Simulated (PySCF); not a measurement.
A TDDFT job was run through a driver script with this input:

```
{"job": {"kind": "uv", "xc": "B3LYP", "basis": "def2-SVPD", "nstates": 8, "ntriplets": 3}, "charge": 0, "multiplicity": 1}
C     -2.885783     0.431270     0.292465
B     -2.138385    -0.895499     0.709397
P     -0.623982    -1.452555    -0.163622
B      0.595437    -0.031398    -0.255807
N      1.873741    -0.191285     0.241094
C      2.949029     0.773433     0.236523
H     -3.925891     0.235693     0.032840
H     -2.914395     1.125705     1.132982
H     -2.427145     0.952660    -0.545053
H     -2.610362    -1.592373     1.528502
H     -0.028460    -2.344396     0.712645
H      0.291822     0.978975    -0.764242
H      2.149740    -1.067520     0.664393
H      3.824125     0.378272    -0.286386
H      2.616892     1.676790    -0.269852
H      3.246019     1.031171     1.257676
```

The program printed:

```
coarse grid: 13232 points
cycle   1  E = -527.7488027114  dE =  3.596e-01  |g| = 4.538e-01  |ddm| = 5.809e+00
cycle   2  E = -527.7252083815  dE =  2.359e-02  |g| = 5.509e-01  |ddm| = 1.529e+00
cycle   3  E = -527.8066312980  dE = -8.142e-02  |g| = 7.471e-02  |ddm| = 7.150e-01
cycle   4  E = -527.8078815281  dE = -1.250e-03  |g| = 3.311e-02  |ddm| = 1.637e-01
cycle   5  E = -527.8081333074  dE = -2.518e-04  |g| = 8.774e-03  |ddm| = 4.786e-02
cycle   6  E = -527.8081538659  dE = -2.056e-05  |g| = 2.196e-03  |ddm| = 2.007e-02
cycle   7  E = -527.8081553931  dE = -1.527e-06  |g| = 6.215e-04  |ddm| = 5.099e-03
final grid: 121472 points
cycle   8  E = -527.8773059126  dE = -4.156e-05  |g| = 5.798e-03  |ddm| = 1.057e-01
cycle   9  E = -527.8773002851  dE =  5.628e-06  |g| = 7.545e-03  |ddm| = 1.789e-02
cycle  10  E = -527.8773144191  dE = -1.413e-05  |g| = 1.017e-03  |ddm| = 8.561e-03
cycle  11  E = -527.8773146621  dE = -2.430e-07  |g| = 1.621e-04  |ddm| = 1.440e-03
cycle  12  E = -527.8773146677  dE = -5.575e-09  |g| = 4.897e-05  |ddm| = 3.261e-04
cycle  13  E = -527.8773146685  dE = -7.936e-10  |g| = 1.097e-05  |ddm| = 1.556e-04
converged SCF energy = -527.8773146685

Static polarisability (au): isotropic 94.106, principal 73.842 86.656 121.821

Singlet excitations
state   eV       nm        f      main configurations
  1   4.9132    252.3   0.13046   H->L 0.92
  2   5.6660    218.8   0.14728   H->L+1 0.87
  3   5.8496    212.0   0.00976   H->L+2 0.93
  4   6.0345    205.5   0.12955   H-1->L 0.47, H-2->L 0.34, H->L+1 0.08
  5   6.2552    198.2   0.00450   H->L+3 0.77
  6   6.3104    196.5   0.01024   H-3->L 0.88
  7   6.3888    194.1   0.01739   H-2->L 0.49, H-1->L 0.37, H->L+3 0.08
  8   6.7193    184.5   0.00365   H->L+4 0.94

Triplet excitations (Tamm-Dancoff, eV): 3.7520 4.8006 5.4216
```

Method: PySCF, TDDFT B3LYP/def2-SVPD, vertical, gas phase, core orbitals frozen in the response. One conformer (not necessarily the lowest) at the GFN2-xTB geometry, without solvent, vibrations or thermal averaging.

Question: What is the polarisability anisotropy, √(½[(α1 − α2)² + (α2 − α3)² + (α3 − α1)²])?

Answer: 43.03 au.

Question: Give the energy of state 2 in hartree, cm⁻¹ and kJ/mol.

Answer: 0.20822 hartree, 45699 cm⁻¹, 546.7 kJ/mol.

Question: What is the gap between the lowest singlet and the lowest triplet?

Answer: 4.9132 − 3.7520 = 1.1612 eV (full response against Tamm–Dancoff).

Question: How many basis functions and electrons does this run hold?

Answer: 204 basis functions for 54 electrons in 27 doubly occupied orbitals.

Question: What transition dipole goes with state 2?

Answer: |μ|² = 3f / (2ΔE) = 3 × 0.1473 / (2 × 0.2082) = 1.061 au, so |μ| = 2.62 D.

Question: Write the structure that the coordinates describe.

Answer: `P(BC)BNC` (C2H10B2NP), point group C1.

The SCF starts on a coarse grid; the energy jumps when the final grid takes over, and dE counts afresh there. H and L stand for HOMO and LUMO.

On one thread, Arm Neoverse N1 (aarch64), shared host with 64 logical CPUs at a one-minute load of 61, this took 50 s wall and 0.79 GiB of memory at its peak.

Shape of the structure used: `[CH3:1][BH:2][PH:3][BH:4][NH:5][CH3:6]`: C1–B2–P3–B4 50°, B2–P3–B4–N5 125°, P3–B4–N5–C6 179°.
